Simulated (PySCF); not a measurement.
Positional isomers: naphthalene chloro+silyl. Isolated molecules, 0 K electronic values unless said otherwise. Strings in code marks are SMILES.

All values below come from PySCF 2.14.0 with PBE0-D4/def2-TZVP // PBE0-D4/def2-SVP. All candidates: neutral, multiplicity 1. Excitations are Tamm–Dancoff values on a coarser integration grid. The basis has no diffuse functions, so Rydberg states are missing or too high.

```yaml
HOMO: -6.53 eV
brightest of the four lowest singlets (TDA): 5.90 eV
LUMO: -1.64 eV
```

**Question.** Which member has these values?
A. `[SiH3]c1cccc2c(Cl)cccc12`
B. `[SiH3]c1cc(Cl)c2ccccc2c1`
C. `[SiH3]c1ccc(Cl)c2ccccc12`
D. `[SiH3]c1ccc2c(Cl)cccc2c1`

**Answer.** D, `[SiH3]c1ccc2c(Cl)cccc2c1`. The others give `[SiH3]c1ccc(Cl)c2ccccc12`: -6.56 eV, 4.37 eV, -1.73 eV; `[SiH3]c1cc(Cl)c2ccccc2c1`: -6.53 eV, 4.44 eV, -1.64 eV; `[SiH3]c1cccc2c(Cl)cccc12`: -6.55 eV, 4.34 eV, -1.72 eV
